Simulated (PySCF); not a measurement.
Calculation: PBE-D3(BJ)/def2-TZVP // r2SCAN-D4/def2-SVP (PySCF). Isolated molecules, 0 K electronic values unless said otherwise. One relaxed conformer stands for a flexible species; it need not be the lowest. 

Reference species: [Nb(F)5] (neutral, multiplicity 1).

| Item | Value |
|---|---|
| HOMO | -10.21 eV |
| LUMO | -4.20 eV |
| charge on the central atom (Mulliken) | 1.80 e |
| coordination number | 5 |

Changed species: [Nb(F)3(OH)2] (2 of 5 F replaced by OH; the reference has 0 of 5 F replaced by OH).

Problem. Predict the effect on the HOMO, LUMO, charge on the central atom (Mulliken) and coordination number.

Solution. the HOMO rises by 1.72 eV, to -8.49 eV; the LUMO goes up by 0.93 eV, to -3.27 eV; the charge on the central atom (Mulliken) falls by 0.03 e, to 1.77 e; the coordination number stays essentially unchanged.
